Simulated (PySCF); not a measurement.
## Mn (manganese, neutral) across methods

[Ar] 3d4 4s2 5s1, high-spin 6D determinant (an excited configuration). Calculation: PySCF 2.14, in aug-cc-pwCVTZ-DK (10s9p7d4f3g, 127 functions); scalar relativity by spin-free X2C-1e.

```csv
method,E (hartree),mean ε 4s α (eV),mean ε 4s β (eV),mean ε 5s α (eV),Σ⟨r²⟩ (bohr²),⟨S²⟩
LDA,-1155.680,-10.400,-9.404,-1.697,97.79,8.752
wB97X-V,-1157.982,-13.083,-12.245,-2.604,103.4,8.753
PBE0,-1157.910,-10.988,-9.984,-1.996,99.75,8.753
r2SCAN,-1158.078,-10.276,-9.331,-1.717,97.74,8.761
M06-L,-1158.052,-10.238,-9.408,-1.499,105.3,8.758
PBE,-1157.882,-10.157,-9.163,-1.730,97.95,8.753
```

The outer electron is Rydberg-like, and this basis confines it to a smaller radius and binds it less than a complete one would.
